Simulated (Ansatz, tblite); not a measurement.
Cost and result up the ladder for the cluster CdCl2 (the lowest singlet isomer of a short search) (3 atoms). Charge 0, multiplicity 1. Geometry: r2SCAN-D4/def2-TZVP.

```xyz
3

Cd    0.0024   -0.0047   -0.0011
Cl    1.2736    0.2179    1.8576
Cl   -1.2760   -0.2132   -1.8565
```

Ansatz on 4 threads of Arm Neoverse V2 on a shared host; xTB runs through tblite on one thread. Times are rough, summed over both states, and most runs start from the orbitals of an earlier one. No level here is sound enough to serve as a yardstick. The other state is a quintet at its own geometry, which has other bonds, so the gap mixes isomer and spin.

In the def2 sets Cd takes a core potential; there is no spin–orbit coupling. The xTB rows come from tblite. At PBE0-D4/def2-TZVP a singlet of charge 0 lies 9.29 eV below the quintet, each at its own geometry. The structure comes from a short search, and lower isomers may exist.

xTB has no spin-polarisation term.

| level | functions | wall time |
| --- | --- | --- |
| GFN1-xTB | 22 | 0.004 s |
| GFN2-xTB | 22 | 0.01 s |
| PBE-D4/def2-TZVP | 114 | 3.2 s |
| r2SCAN-D4/def2-TZVP | 114 | 10 s |

Estimate what each level gives for the quintet − singlet (eV).


| level | quintet − singlet (eV) |
| --- | --- |
| GFN1-xTB | 12.64 |
| GFN2-xTB | 13.60 |
| PBE-D4/def2-TZVP | 9.44 |
| r2SCAN-D4/def2-TZVP | 9.36 |
